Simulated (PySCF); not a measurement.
# Computed structure and properties of Er(NO2)3

System: Er(NO2)3 (singlet in the valence; each metal's 4f electrons, 11 of them, lie in its core potential, out of spins and levels); start: displaced along the imaginary mode (D3). Method: PySCF 2.14.0, RKS B3LYP, Er lcecp-1-SVP with ECP57, O def2-SVP, N def2-SVP; non-relativistic Hamiltonian with scalar-relativistic core potentials where named; density fitting; no spin-orbit coupling.

Input of the relaxation:

```python
mol = gto.M(atom='''
Er     0.00000    -0.00000     0.00000
O      2.07575     0.25000     1.04909
O      2.07575    -0.25000    -1.04909
N      2.78131    -0.00000     0.00000
O     -1.25438     1.67265     1.04909
O     -0.82137     1.92265    -1.04909
N     -1.39065     2.40869     0.00000
O     -0.82137    -1.92265     1.04909
O     -1.25438    -1.67265    -1.04909
N     -1.39066    -2.40869    -0.00000''',
    basis={'Er': 'lcecp-1-SVP', 'O': 'def2-SVP', 'N': 'def2-SVP'},
    ecp={'Er': 'lcecp-1-SVP'},
    charge=0, spin=0)
mf = dft.RKS(mol, xc='B3LYP')
mf.grids.atom_grid = (50, 194)  # f atoms: unpruned, at least (60, 302)
mf = mf.density_fit()  # fitting sets: Er AutoAux, O def2-universal-JKFIT, N def2-universal-JKFIT
mf.conv_tol = 1e-08; mf.max_cycle = 55
mf.kernel(dm0)  # dm0: converged density of the start geometry
# quasi-Newton relaxation in Cartesian coordinates to a largest gradient under 0.00045 Eh/bohr, steps kept in the point group
```

Run from Python with OMP_NUM_THREADS=4; the lines above give its settings. Where DIIS fails, smearing, a level shift and second-order steps follow.
It took 51 s on 4 threads of Arm Neoverse V2, on a shared host, from the converged density of the start.

Course of the relaxation:

| step | energy above end (eV) | largest force component within the symmetry (eV/Å) |
| --- | --- | --- |
| 0 | 0.1525 | 1.553 |
| 1 | 0.0179 | 0.406 |
| 2 | 0.0076 | 0.083 |
| 3 | 0.0067 | 0.032 |
| 4 | 0.0028 | 0.101 |
| 5 | 0.0011 | 0.051 |
| 6 | 0.0004 | 0.022 |
| 7 | 0.0000 | 0.017 |
| 8 | 0.0000 | 0.007 |

Relaxed geometry (D3):

```xyz
10

Er    0.0000    0.0000    0.0000
O     2.0760    0.1405    1.0394
O     2.0760   -0.1405   -1.0394
N     2.7817    0.0000    0.0000
O    -1.1597    1.7276    1.0394
O    -0.9163    1.8681   -1.0394
N    -1.3908    2.4090    0.0000
O    -0.9163   -1.8681    1.0394
O    -1.1597   -1.7276   -1.0394
N    -1.3908   -2.4090    0.0000
```

```csv
contact,Å
Er1–O2 (NO2),2.326
Er1–O5 (NO2),2.326
Er1–O9 (NO2),2.326
```

On the finer grid (75, 302):

The HOMO is -8.55 eV and the LUMO is -3.63 eV. The dipole about the centre of mass is 0.00 D and the set of Mulliken populations of Er1 outside the core potential is s 2.38, p 6.35, d 1.03, f 0.05. The D3(BJ) dispersion energy (not in the energies) is -0.412 eV.

```tsv
atom	Mulliken (e)	Löwdin (e)	spin (e)
Er1	1.19	0.50	0.00
O2	-0.35	-0.18	0.00
O3	-0.35	-0.18	0.00
N4	0.30	0.20	0.00
O5	-0.35	-0.18	0.00
O6	-0.35	-0.18	0.00
N7	0.30	0.20	0.00
O8	-0.35	-0.18	0.00
O9	-0.35	-0.18	0.00
N10	0.30	0.20	0.00
```

The 4f levels lie in the core potential and are missing. Their spin isn't counted.

On the grid (50, 194), as all that follows. Harmonic modes: a minimum within the noise of the softest modes; lowest 52 cm⁻¹ (negative: unstable), highest 1374 cm⁻¹, zero-point energy 0.833 eV.

Taking off one NO2 (charge -1, singlet; the rest: singlet) in vacuum, both parts rigid, costs 9.89 eV; the small basis without counterpoise inflates it. Most of it is the attraction of opposite charges; other ways to part are cheaper, and one spin state was tried for the rest.

Rigid scan of NO2 along the line from its metal:

| distance to the donors' midpoint (Å) | energy (eV) |
| --- | --- |
| 1.78 | 0.777 |
| 1.88 | 0.306 |
| 1.98 | 0.068 |
| 2.08 | 0.000 |
| 2.18 | 0.054 |
| 2.28 | 0.194 |
| 2.48 | 0.623 |
| 2.78 | 1.409 |
| 3.18 | 2.413 |
| 3.68 | 3.414 |

One start shape was tried, so this needn't be the lowest isomer.

An lcecp potential fixes the number of 4f electrons, so in runs with it no electron can move into or out of that shell.
